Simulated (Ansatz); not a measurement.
Species: SbF3 (charge 0, singlet). SMILES: [F][Sb]([F])[F]
Coordinates optimised at B3LYP-D3(BJ)/def2-TZVP (Ansatz, an electronic-structure program):
```
Sb
F 1 1.9022
F 1 1.9022 2 95.00
F 1 1.9022 2 95.00 3 -95.48
```
Charge 0, spin multiplicity 1.

Wanted: atomisation energy, in kcal/mol. Conventions: atomisation electronic, to ground-state atoms; def2 sets with scalar-relativistic core potentials past Kr; STO-3G and 3-21G all-electron and non-relativistic; no dispersion term unless named; open shells spin-unrestricted; no spin-orbit coupling. First-principles rows: single points at B3LYP-D3(BJ) geometries (Ansatz).

```json
[
 {"species": "[F][Sb]([F])[F]", "coefficient": "-1", "E at B3LYP/STO-3G (Ansatz), Eh": "-6548.55943", "E at wB97M-V/def2-TZVPD (Ansatz), Eh": "-539.92708"},
 {"species": "F atom", "coefficient": "+3", "E at B3LYP/STO-3G (Ansatz), Eh": "-98.26898", "E at wB97M-V/def2-TZVPD (Ansatz), Eh": "-99.74647"},
 {"species": "Sb atom", "coefficient": "+1", "E at B3LYP/STO-3G (Ansatz), Eh": "-6253.35908", "E at wB97M-V/def2-TZVPD (Ansatz), Eh": "-240.17942"}
]
```

 1 Eh = 627.5095 kcal/mol.

Question: Compute it at each level from the table.

Answer: 
- B3LYP/STO-3G: the sum of coefficient times E is 0.39341 Eh, or 246.87 kcal/mol. Result: 246.9 kcal/mol.
- wB97M-V/def2-TZVPD: the sum of coefficient times E is 0.50825 Eh, or 318.93 kcal/mol. Result: 318.9 kcal/mol.
